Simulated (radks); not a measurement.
Values are calculated unless marked as measured or tabulated.
Task: These are the eigenvalues of the occupied orbitals of an atom or ion with whole-number occupations (hartree). Code: a radial shooting solver on a logarithmic mesh with Libxc functionals. Model: Dirac Kohn-Sham, XLYP, spin-unpolarised, spherical densities, point nucleus.

orbital  eigenvalue
1s1/2     -2776.072
2s1/2     -536.3153
2p1/2     -516.2792
2p3/2     -459.9112
3s1/2     -171.9879
3p1/2     -163.1964
3p3/2     -150.5686
3d3/2     -136.1350
3d5/2     -133.3753
4s1/2     -78.04024
4p1/2     -74.25878
4p3/2     -70.31494
4d3/2     -64.26366
4f5/2     -56.34703

Which element is it, and in what charge state? The configuration may be excited. Open shells, if any, fill j = l - 1/2 first.

Result: Z = 76, osmium, charge +39: Os39+ in [Ar] 3d10 4s1 4p6 4d1 4f1. The list shows which subshells hold electrons but not how many an open one holds; the 1s level, -2776.1 hartree, gives Z - s = 74.5 by -(Z - s)^2/2, which with screening and relativity narrows Z to a few neighbours, and the depths of the outer levels then fix element, charge and occupations together.
